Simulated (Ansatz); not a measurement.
BrFGa (`[F][Ga][Br]`) radical. Total charge 0; spin multiplicity 2. The geometry is a stationary point of PBE0-D4/def2-TZVP.

```xyz
3

F     1.506    0.595    0.446
Ga    0.202    0.186   -0.661
Br   -1.708   -0.780    0.215
```

(1) What is the dipole moment at B3LYP/def2-TZVPP? (Estimate.)

(2) And with PBE, r2SCAN, ωB97M-V? (Best estimate.)

(3) Give the Mulliken charges with B3LYP, r2SCAN, ωB97M-V in def2-TZVPP. (Estimate.)

Results:

(1) Computed: 2.01 D, with components (-0.37, 0.13, -1.97) D in this frame, pointing from negative to positive charge.

(2) Ansatz gave: PBE 1.79 D, r2SCAN 1.91 D, ωB97M-V 2.04 D.

(3) Computed: 
```
atom  B3LYP  r2SCAN  ωB97M-V
  F1  -0.35   -0.35    -0.36
 Ga2   0.56    0.57     0.57
 Br3  -0.21   -0.23    -0.22
```

B3LYP here is the variant with VWN-RPA as its local correlation; programs differ in this.
